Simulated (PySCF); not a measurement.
`[O]=[Cr](=[O])([Cl])[Cl]`, Cl$_{2}$CrO$_{2}$

Cartesian coordinates in Å; atom numbers follow the order of the lines, from 1:
```xyz
5

Cr    0.1355   -0.0009    0.0943
O     0.0335   -0.0140    1.6419
O     1.5537    0.0069   -0.5330
Cl   -0.8643    1.6349   -0.5863
Cl   -0.8583   -1.6269   -0.6169
```

Theory: PySCF 2.14.0, GIAO BP86/def2-SVP (def2-TZVP on Cr) magnetisability, rotational g tensor and spin-rotation constants, non-relativistic, gas phase. Geometry: GFN2-xTB.

Q: Give the nuclear spin-rotation constants along the inertial axes (H = +C I·J) beside the isotropic shieldings.

A: Rotational constants 3.2104, 2.0853, 1.7600 GHz. A star marks the isotopologue with that one atom substituted, in its own axes.
| atom | isotope | Caa (kHz) | Cbb (kHz) | Ccc (kHz) | mean (kHz) | σ (ppm) |
| --- | --- | --- | --- | --- | --- | --- |
| Cl4 | 35Cl | 1.423 | 0.664 | 1.637 | 1.241 | 197.0 |
| Cl5 | 35Cl | 1.423 | 0.664 | 1.638 | 1.242 | 196.7 |
| Cr1 | 53Cr* | -4.308 | -3.242 | -2.792 | -3.448 | -2507.7 |
| O2 | 17O* | -2.896 | -2.604 | -1.595 | -2.365 | -852.9 |

For the geometry as given, no vibrational averaging.
